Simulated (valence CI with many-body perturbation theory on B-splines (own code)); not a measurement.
Values are calculated unless marked as measured or tabulated.
## Hyperfine factors and g values of Nb XXXVII

Method: relativistic CI+MBPT: three valence electrons over a frozen Dirac-Fock core [He], radial functions for each j: 11 s, 11 p, 9 d, 7 f, 5 g, 2 h, 1 i, with the one-electron correlation potential Σ1 (screened to all orders), the two-electron term Σ2, the three-electron term Σ3, Breit, model QED; selected single and double excitations, second order for the rest (own B-spline code, finite nucleus).

The last digits are not significant, and no measured levels were compared; by estimate large intervals hold to a few tenths of a per cent, small ones and those within an open d or f shell to about a per cent.

A/g_I is the dipole constant over the nuclear g factor μ/I (μ in nuclear magnetons, uniformly magnetised nucleus), B/Q the quadrupole constant per barn. Both hold the static response of the core; the bare values leave it out. Large factors of s and p1/2 electrons are usually good to 5 to 10 %; those of open d and f shells near neutrality can be off by tens of per cent, and small factors of p3/2, d and f electrons come from cancelling terms and can be off by a factor of two or in sign, in half-filled shells by more. B is blank for J = 1/2, where it vanishes, and for nearly pure S terms. Energies count from the lowest level.

Levels are named by their leading jj configuration (3d3/2^4 stands for four electrons in 3d with j = 3/2), which in mixed levels can hold well under half, so a name can repeat and another be missing. Letters in brackets count levels of one name in rising energy.

```
                     Level  E (eV)      g  A/g_I (MHz)  A/g_I bare  B/Q (MHz/b)  B/Q bare
        (2s^2 2p1/2) J=1/2     0.0  0.652       751000      744000                       
        (2s 2p1/2^2) J=1/2   106.9  2.385      2040000     2010000                       
        (2s^2 2p3/2) J=3/2   107.6  1.323       129000      133000       240000    241000
(2s 2p1/2 2p3/2) J=3/2 [a]   184.6  1.690       602000      599000       192000    192000
    (2s 2p1/2 2p3/2) J=5/2   206.9  1.422       675000      671000        50400     50600
(2s 2p1/2 2p3/2) J=3/2 [b]   244.7  0.923       -11900       -4560       206000    207000
    (2s 2p1/2 2p3/2) J=1/2   250.6  1.128      -429000     -415000                       
        (2s 2p3/2^2) J=5/2   311.5  1.357       590000      585000       190000    190000
        (2s 2p3/2^2) J=1/2   364.3  1.790      2270000     2230000                       
        (2s 2p3/2^2) J=3/2   365.5  1.224      -283000     -268000      -111000   -111000
     (2p1/2^2 2p3/2) J=3/2   366.2  1.456        97700      109000       189000    190000
     (2p1/2 2p3/2^2) J=3/2   453.7  1.383         6250       16100        70200     70400
     (2p1/2 2p3/2^2) J=5/2   468.6  1.189       246000      250000        -1310     -1320
     (2p1/2 2p3/2^2) J=1/2   497.1  0.652       753000      743000                       
           (2p3/2^3) J=3/2   587.1  1.267       127000      134000      -257000   -258000
           (2s^2 3s) J=1/2  2805.5  1.997       681000      672000                       
        (2s^2 3p1/2) J=1/2  2844.9  0.669       212000      210000                       
        (2s^2 3p3/2) J=3/2  2874.5  1.351       173000      172000        65000     65100
   (2s 2p1/2 3s) J=1/2 [a]  2882.7  2.459      1360000     1340000                       
       (2s 2p1/2 3s) J=3/2  2897.3  1.597      1070000     1060000       -78100    -78300
   (2s 2p1/2 3s) J=1/2 [b]  2908.7  0.747      1050000     1030000                       
        (2s^2 3d3/2) J=3/2  2909.2  0.801        51800       51300        13700     13900
(2s 2p1/2 3p1/2) J=1/2 [a]  2916.3  0.238      -155000     -150000                       
        (2s^2 3d5/2) J=5/2  2918.7  1.197        12900       12900        18800     19100
    (2s 2p1/2 3p1/2) J=3/2  2929.2  1.172      1010000      997000       -73500    -73700
(2s 2p1/2 3p1/2) J=1/2 [b]  2947.0  2.119      2230000     2200000                       
(2s 2p1/2 3p3/2) J=3/2 [a]  2954.5  1.427       150000      149000        59500     59600
    (2s 2p1/2 3p3/2) J=1/2  2965.2  1.195      -841000     -827000                       
    (2s 2p1/2 3p3/2) J=5/2  2967.0  1.365       600000      593000        -5730     -5770
(2s 2p1/2 3p3/2) J=3/2 [b]  2970.7  1.237       328000      326000        70000     70200
(2s 2p1/2 3d3/2) J=3/2 [a]  2978.3  0.530      -216000     -211000        22500     22700
       (2s 2p3/2 3s) J=5/2  2987.4  1.536       577000      572000       196000    197000
    (2s 2p1/2 3d3/2) J=5/2  2989.1  1.105       428000      422000        -9810     -9700
(2s 2p1/2 3d5/2) J=5/2 [a]  2998.4  1.370       396000      390000        32200     32400
(2s 2p1/2 3d3/2) J=3/2 [b]  3000.8  1.295       383000      377000        45600     45800
    (2s 2p1/2 3d3/2) J=1/2  3001.0  0.355      -916000     -903000                       
   (2s 2p3/2 3s) J=3/2 [a]  3003.2  1.385       731000      725000       166000    167000
    (2s 2p1/2 3d5/2) J=7/2  3005.3  1.262       424000      419000       -64400    -64400
    (2s 2p1/2 3d5/2) J=3/2  3015.0  1.003      -301000     -297000         4400      4550
(2s 2p1/2 3d5/2) J=5/2 [b]  3016.3  1.034        80800       80400        64900     65200
```

Task: Take the isotope of mass number 93, with I = 9/2, μ = 6.163 μN and Q = -0.32 b. What is the hyperfine structure of (2s 2p3/2^2) J=5/2?

Result: From the table A = 808000 MHz, B = -60600 MHz. Shifts from the centre of gravity in MHz: F = 2: -1.11e+07, F = 3: -8700000, F = 4: -5450000, F = 5: -1400000, F = 6: 3450000, F = 7: 9070000.
